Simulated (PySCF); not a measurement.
## Stretching TlS⁻

Set-up: Tl def2-SVPD with ECP60, S def2-SVPD; scalar-relativistic core potentials (PySCF 2.14). Energies in eV from Tl + S⁻ in their ground configurations at the same level. State: ¹Σ⁺ (singlet), closed shell.

All columns are MN15. A positive dipole points towards S; it is taken about the centre of mass and depends on that origin.

| R (Å) | E (eV) | μ (D) | Mulliken charge on Tl (basis-dependent) | HOMO (eV) | LUMO (eV) | Mayer bond order | ⟨S²⟩ |
| --- | --- | --- | --- | --- | --- | --- | --- |
| 2.090 | -2.392 | -3.84 | 0.04 | -1.22 | 3.92 | 1.89 | 0.00 |
| 2.187 | -2.956 | -4.83 | 0.07 | -1.36 | 3.78 | 1.82 | 0.00 |
| 2.284 | -3.255 | -5.80 | 0.10 | -1.46 | 3.63 | 1.77 | 0.00 |
| 2.357 | -3.352 | -6.51 | 0.12 | -1.51 | 3.52 | 1.73 | 0.00 |
| 2.430 | -3.368 | -7.21 | 0.13 | -1.53 | 3.40 | 1.70 | 0.00 |
| 2.503 | -3.323 | -7.88 | 0.13 | -1.53 | 3.29 | 1.68 | 0.00 |
| 2.600 | -3.193 | -8.74 | 0.14 | -1.40 | 3.13 | 1.65 | 0.00 |
| 2.722 | -2.957 | -9.76 | 0.15 | -1.26 | 2.94 | 1.62 | 0.00 |
| 2.867 | -2.613 | -10.91 | 0.15 | -1.12 | 2.72 | 1.59 | 0.00 |
| 3.062 | -2.119 | -12.30 | 0.15 | -0.98 | 2.45 | 1.55 | 0.00 |

A fit through these points gives, at Re = 2.410 Å, μ = -7.02 D and dμ/dR = -9.44 D/Å; the reduced mass is 27.66 u.

Question: How strong is the fundamental in the double-harmonic approximation, I = 42.26·(dμ/dR)²/μred km/mol?

Answer: I = 42.26·(-9.44)²/27.66 = 136 km/mol at MN15.

These are scalar-relativistic numbers at best; spin–orbit coupling would shift them, the dissociation energy most. For an ion De counts to the pair picked by the measured ionisation energies or electron affinities, which need not be the lowest pair at this level.
